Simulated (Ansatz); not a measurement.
Ansatz (a quantum-chemistry and plane-wave program) input (HF/3-21G): The .json file is the Basis Set Exchange's 3-21G.

Ansatz 0.2 input:
```yaml
crystal:
  periodic: [false, false, false]
  atoms:
    - {symbol: C, position_ang: [-0.00000000, -0.00000000, -0.71396140]}
    - {symbol: F, position_ang: [0.00000000, 0.00000000, 0.47597427]}
basis:
  gaussian:
    orbitals: 3-21G.json
hamiltonian:
  xc: {name: HF}
total_charge: 1
phonons: {temperatures: {t_min: 298.15, t_max: 298.15, t_step: 100}}
```

Task: Which harmonic wavenumbers does it give?

Result: 1764 cm⁻¹ (unscaled; negative means imaginary).
